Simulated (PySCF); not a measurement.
1,3-disilinane (C4H12Si2), SMILES C1C[SiH2]C[SiH2]C1.

Geometry: ωB97X-D3(BJ)/def2-SVP. The values are those of a single conformer.

Calculation: TDA-LC-ωPBE/def2-SVPD in PySCF 2.14.0.

Vertical excitations.  State labels are in the subgroup Cs.

```json
[
 {"state": "S1", "symmetry": "A'", "energy (eV)": "8.10", "λ (nm)": "153", "f": "0.011", "main pairs": "HOMO→LUMO 67 %, HOMO→LUMO+3 14 %"},
 {"state": "S2", "symmetry": "A\"", "energy (eV)": "8.51", "λ (nm)": "146", "f": "0.056", "main pairs": "HOMO−1→LUMO+1 57 %, HOMO−1→LUMO 16 %"},
 {"state": "S3", "symmetry": "A'", "energy (eV)": "8.54", "λ (nm)": "145", "f": "0.013", "main pairs": "HOMO→LUMO+1 69 %"},
 {"state": "S4", "symmetry": "A\"", "energy (eV)": "8.62", "λ (nm)": "144", "f": "0.107", "main pairs": "HOMO−1→LUMO 46 %, HOMO−1→LUMO+6 10 %, HOMO−1→LUMO+3 8 %, HOMO−1→LUMO+5 7 %"},
 {"state": "S5", "symmetry": "A\"", "energy (eV)": "8.77", "λ (nm)": "141", "f": "0.006", "main pairs": "HOMO→LUMO+2 30 %, HOMO→LUMO+4 26 %, HOMO−1→LUMO+1 11 %, HOMO−2→LUMO 8 %"},
 {"state": "S6", "symmetry": "A'", "energy (eV)": "8.86", "λ (nm)": "140", "f": "0.002", "main pairs": "HOMO→LUMO+3 31 %, HOMO→LUMO+7 21 %, HOMO→LUMO 14 %, HOMO→LUMO+6 10 %"},
 {"state": "T1", "symmetry": "A'", "energy (eV)": "7.69", "λ (nm)": "161", "f": "0", "main pairs": "HOMO→LUMO 56 %, HOMO→LUMO+3 13 %, HOMO→LUMO+1 10 %"},
 {"state": "T2", "symmetry": "A\"", "energy (eV)": "7.97", "λ (nm)": "155", "f": "0", "main pairs": "HOMO−1→LUMO+1 31 %, HOMO−1→LUMO 16 %, HOMO−1→LUMO+6 14 %, HOMO−1→LUMO+5 11 %"}
]
```
Triplets are in the Tamm–Dancoff approximation.
